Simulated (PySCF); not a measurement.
C4H9F3Si2.
SMILES with atom numbers: `[CH3:1][Si@H:2]1[CH2:3][Si@@H:4]([C:5]([F:6])([F:7])[F:8])[CH2:9]1` (hydrogens: H10, H11, H12 on C1; H13 on Si2; H14, H15 on C3; H16 on Si4; H17, H18 on C9)

Geometry (PBE0-D3(BJ)/def2-SVP, Å), atoms numbered from 1 in this order:
```xyz
18
C4H9F3Si2 angstrom
C     -2.1884   -0.7246    0.5872
Si    -1.2435    0.0389   -0.8347
C     -0.2062    1.5693   -0.3363
Si     1.3292    0.4925   -0.5526
C      1.9805   -0.0331    1.1895
F      2.9301   -0.9783    1.1188
F      0.9856   -0.5406    1.9497
F      2.4982    1.0001    1.8720
C      0.3411   -0.9283   -1.3061
H     -2.9888   -0.0526    0.9339
H     -2.6454   -1.6803    0.2879
H     -1.5052   -0.9137    1.4290
H     -2.1373    0.3001   -2.0072
H     -0.3732    1.9780    0.6718
H     -0.2686    2.3980   -1.0593
H      2.5037    1.0359   -1.2955
H      0.4808   -1.9188   -0.8477
H      0.4824   -1.0280   -2.3942
```

Method: PySCF 2.14.0, PBE0-D3(BJ)/def2-SVP geometry optimisation, gas phase.

Masses are those of the commonest isotopes; rigid-rotor values at the optimised geometry. The values belong to one conformer with, in the numbering `[CH3:1][Si@H:2]1[CH2:3][Si@@H:4]([C:5]([F:6])([F:7])[F:8])[CH2:9]1`, C1–Si2–C3–Si4 108°, Si2–C3–Si4–C5 -103°, C3–Si4–C9–Si2 -8°, C1–Si2–C9–Si4 -108°.

Question: Give the principal moments of inertia and the rotational constants in GHz.

Answer: Ia = 262.08, Ib = 643.25, Ic = 691.14 u·Å²; 505379 MHz·u·Å²/I gives 1928, 785.7 and 731.2 MHz, that is A = 1.9284, B = 0.7857, C = 0.7312 GHz.

Question: Classify the top.

Answer: A near-prolate asymmetric top. Ray's parameter κ = (2B − A − C)/(A − C) = -0.909; −1 is the prolate and +1 the oblate limit.

Question: Is it planar, by Δ = Ic − Ia − Ib?

Answer: Not planar: Δ = Ic − Ia − Ib = -214.19 u·Å². For a rigid frame Δ = −2 Σ m c², so Σ m c² = 107.09 u·Å² lies off the ab plane: 17.88 from hydrogen and 89.21 from heavier atoms. The atom farthest from that plane is 2.14 Å away.

Question: List the rotational levels J(Ka,Kc) to J = 3 (MHz).

Answer: Above 0(0,0):
J = 1: 1(0,1) 1517, 1(1,1) 2660, 1(1,0) 2714
J = 2: 2(0,2) 4549, 2(1,2) 5639, 2(1,1) 5802, 2(2,1) 9230, 2(2,0) 9232
J = 3: 3(0,3) 9092, 3(1,3) 10107, 3(1,2) 10433, 3(2,2) 13781, 3(2,1) 13790, 3(3,1) 19632, 3(3,0) 19632
The levels of one J sum to (2J + 1)J(J + 1)(A + B + C)/3.

Question: Predict some low-J microwave lines.

Answer: The dipole components are |μa| = 2.03 D, |μb| = 0.68 D, |μc| = 0.00 D; the mirror of this Cs structure is the ab plane, so μc vanishes by symmetry (the 0.01 D computed is a residue) and there are no c-type lines. Intensities carry the squares of the components, which stand as 1.00 : 0.11 (a : b). Some lines, for components of 0.1 D or more:

| type | branch | J(Ka,Kc) | MHz | lower level (cm⁻¹) |
| --- | --- | --- | --- | --- |
| a | Q | 3(1,2) ← 3(1,3) | 327 | 0.337 |
| a | Q | 4(1,3) ← 4(1,4) | 544 | 0.536 |
| b | Q | 1(1,0) ← 1(0,1) | 1197 | 0.051 |
| b | Q | 3(1,2) ← 3(0,3) | 1342 | 0.303 |
| b | R | 2(0,2) ← 1(1,1) | 1889 | 0.089 |
| a | R | 2(0,2) ← 1(0,1) | 3032 | 0.051 |
| b | Q | 4(2,2) ← 4(1,3) | 3270 | 0.554 |
| b | Q | 2(2,0) ← 2(1,1) | 3430 | 0.194 |
| b | R | 3(0,3) ← 2(1,2) | 3453 | 0.188 |
| b | Q | 2(2,1) ← 2(1,2) | 3591 | 0.188 |
| a | R | 3(1,3) ← 2(1,2) | 4468 | 0.188 |
| b | Q | 4(3,1) ← 4(2,2) | 5828 | 0.663 |
| a | R | 4(2,3) ← 3(2,2) | 6066 | 0.460 |
| a | R | 4(3,1) ← 3(3,0) | 6071 | 0.655 |
| b | R | 2(2,1) ← 1(1,0) | 6516 | 0.091 |
| b | R | 3(2,1) ← 2(1,2) | 8152 | 0.188 |
| b | R | 4(2,2) ← 3(1,3) | 9769 | 0.337 |
| b | R | 3(3,0) ← 2(2,1) | 10401 | 0.308 |
| b | R | 4(3,2) ← 3(2,1) | 11912 | 0.460 |
| b | R | 4(3,1) ← 3(2,2) | 11922 | 0.460 |
| b | R | 4(4,0) ← 3(3,1) | 14257 | 0.655 |

Stationary, but not proved a minimum. Constants of a rigid frame at the computed geometry: no zero-point averaging, no centrifugal distortion. A rigid rotor knows nothing of internal rotation, which can split or shift real lines.
